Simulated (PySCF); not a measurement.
C5H9Al (SMILES C=[CH][Al]([CH3])[CH]=C), singlet, geometry from GFN2-xTB (such geometries of metal compounds can be far from the true shape). Base run: PBE0/6-31G, polarisability (PySCF).

Input for PySCF:
```python
from pyscf import gto, scf, dft
from pyscf.prop import polarizability

mol = gto.Mole()
mol.atom = '''
    Al   -0.145874    0.026726    0.346943
    C    -1.089115    1.039730    1.779241
    H    -1.230824    0.421709    2.673420
    H    -2.084543    1.383420    1.476436
    H    -0.544032    1.933791    2.102100
    C     0.463258   -1.839008    0.653836
    C     1.098636   -2.521377   -0.299876
    H     0.300820   -2.360575    1.601557
    H     1.449855   -3.539670   -0.179024
    H     1.299114   -2.078146   -1.266237
    C     0.198888    0.876652   -1.415459
    C    -0.207643    2.133085   -1.603674
    H     0.700906    0.396511   -2.257708
    H    -0.065859    2.681633   -2.527633
    H    -0.713225    2.679400   -0.817576
'''
mol.basis = '6-31g'
mol.charge = 0
mol.spin = 0
mol.verbose = 4
mol.build()

mf = dft.RKS(mol)
mf.xc = 'pbe0'
mf.kernel()
alpha = mf.Polarizability().polarizability()[2, 2]
print('alpha_zz =', alpha)
```

Each row names what was changed in the base input (with any setting that the change needs).

```csv
change,alpha_zz (bohr³),basis functions,core-seconds (rough)
base,75.21,76,30
finite field (a.u.) = 0.02; conv_tol = 1e-11,75.47,76,30
finite field (a.u.) = 2e-4; conv_tol = 1e-6,75.02,76,20
finite field (a.u.) = 2e-4; conv_tol = 1e-11,75.21,76,20
finite field (a.u.) = 0.05; conv_tol = 1e-11,77.03,76,20
basis = 6-31G*,76.03,106,30
basis = 6-31+G*,84.65,130,50
functional = hf,72.74,76,2
functional = camb3lyp,74.26,76,60
finite field (a.u.) = 0.001; conv_tol = 1e-6,75.16,76,10
finite field (a.u.) = 0.001; conv_tol = 1e-11,75.21,76,20
"functional = lda,vwn",77.98,76,20
```

Finite-field rows take the second difference of the energy in a field along z; a small field with loose convergence shows SCF noise divided by the square of the field, and a large one adds hyperpolarisability.
